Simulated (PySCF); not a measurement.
Method: PBE0/[Ti def2-TZVP, H def2-TZVP], no relativity, density fitting, PySCF.

Each entry is the lowest minimum that a search over a few typed start shapes (and spin states, where more than one is plausible) found, or that minimum re-optimised at the stated level; isomers with ligand–ligand bonds, or fragments after loss of a ligand pair, can lie lower. Open shells are unrestricted.

TiH3 is a doublet of C3v symmetry with Ti–H 1.730 Å (×3); H–Ti–H 118.3° (×3). Its wavenumbers are 194, 655 (×2), 1666 (×2), 1700 cm⁻¹.

(1) What changes when one electron is removed, giving TiH₃⁺?

Results:

(1) It costs 8.25 eV between the minima (8.25 eV with zero-point energy). TiH₃⁺ is a singlet of C3v symmetry with Ti–H 1.621 Å (×3); H–Ti–H 67.1° (×3); wavenumbers 134 (×2), 582, 1892 (×2), 1929 cm⁻¹.

Stability towards spin polarisation was not tested.
